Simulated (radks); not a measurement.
Values are calculated unless marked as measured or tabulated.
Task: The mean radii <r> (bohr) of the occupied orbitals of an atom or ion are listed with their occupations. Code: a radial shooting solver on a logarithmic mesh with Libxc functionals. Model: scalar-relativistic Kohn-Sham, LDA (Slater exchange, Perdew-Wang correlation), spin-polarised, spherical densities, finite nucleus; Fermi nuclear charge, rms radius of each element as measured or else 0.836 A^(1/3) + 0.57 fm.

orbital  occ.      <r>
1s up       1  0.05628
1s down     1  0.05628
2s up       1   0.2562
2s down     1   0.2559
2p up       3   0.2254
2p down     3   0.2251
3s up       1   0.7743
3s down     1   0.7767
3p up       3   0.8155
3p down     3   0.8198
3d up       5    1.049
3d down     2    1.113
4s up       1    2.820
4s down     1    2.936

Name the element and its charge. Open shells, if any, are filled with parallel spins first.

Result: Z = 27, cobalt, charge 0: Co in [Ar] 3d7 4s2. The 1s radius gives Z: for a bare nucleus <r> = (2 gamma + 1)/(2Z) with gamma = sqrt(1 - (Z/c)^2), 0.05483 bohr for Z = 27, and screening makes it slightly larger (0.05628 here). The occupations add up to 27, and the charge is Z minus that.
